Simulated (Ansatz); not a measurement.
Consider the ligand exchange at the Al–C bond: `[AlH2][CH2][CH2][GeH3]` + `C/N=C/[SeH]` → `C/N=C\[Se][AlH2]` + `C[CH2][GeH3]`.

Isolated molecules relaxed with PBE0-D4/def2-TZVP in Ansatz; ΔE leaves out vibrations. CBS: MP2 limit from def2 TZ/QZ plus the TZ coupled-cluster correction, frozen cores. Double bonds are as drawn, so ΔE can hold a change between cis and trans. For Ge, Se outer-core shells are correlated without core-valence functions, which leaves a few kJ/mol of doubt a bond. Scalar relativity is left out up to krypton. One conformer a species, not always the lowest.

`[AlH2][CH2][CH2][GeH3]`:

Cartesian coordinates in Å:
```
Al -1.482 0.632 -2.010
C -0.141 0.633 -0.576
C -0.101 -0.618 0.306
Ge 1.269 -0.521 1.709
H -1.618 1.889 -2.975
H -2.436 -0.625 -2.211
H -0.309 1.532 0.033
H 0.839 0.810 -1.042
H -1.064 -0.790 0.794
H 0.095 -1.515 -0.288
H 0.996 0.698 2.613
H 2.657 -0.337 1.063
H 1.296 -1.789 2.585
```

`C/N=C/[SeH]`:

Z-matrix (Å, degrees):
```
C
N 1 1.440
H 1 1.100 2 113.6
H 1 1.093 2 109.2 3 121.7
H 1 1.093 2 109.2 3 -121.7
C 2 1.252 1 118.2 3 0.1
Se 6 1.901 2 120.1 1 180.0
H 6 1.098 2 124.7 1 -0.0
H 7 1.468 6 94.0 2 -179.9
```

`C/N=C\[Se][AlH2]`:

Cartesian coordinates in Å:
```
C -1.466 -0.309 0.724
N -1.254 0.962 0.096
C -0.485 1.139 -0.869
Se 0.608 -0.183 -1.842
Al 2.186 -0.533 -0.192
H -0.983 -0.300 1.705
H -1.082 -1.155 0.142
H -2.536 -0.440 0.897
H -0.381 2.131 -1.303
H 3.376 -1.506 -0.559
H 2.017 0.193 1.202
```

`C[CH2][GeH3]`:

Z-matrix (Å, degrees):
```
C
C 1 1.522
H 1 1.094 2 111.5
H 1 1.093 2 111.5 3 -120.0
H 1 1.093 2 111.5 3 120.0
Ge 2 1.960 1 113.0 3 180.0
H 2 1.093 1 110.8 3 -59.1
H 2 1.093 1 110.8 3 59.0
H 6 1.541 2 110.0 1 -59.6
H 6 1.541 2 110.0 1 59.6
H 6 1.540 2 111.1 1 -180.0
```

```
         level  ΔE (kJ/mol)
MP2/def2-TZVPP       -140.4
  HF/CBS(def2)       -133.2
```

Task: What does CCSD(T)/CBS give? (Best estimate.)

Result: Computed: -140.4 kJ/mol. The listed levels differ from it by 0.0, 7.2 kJ/mol.

Largest T1 diagnostic among the species: 0.013.

The D4 term adds −4.8 kJ/mol with B3LYP and −2.6 kJ/mol with PBE0; it sums over pairs of atoms, weighted by their polarisabilities, and B3LYP, whose exchange is more repulsive, gets the larger term.

B3LYP here is the variant with VWN-RPA as its local correlation; programs differ in this.
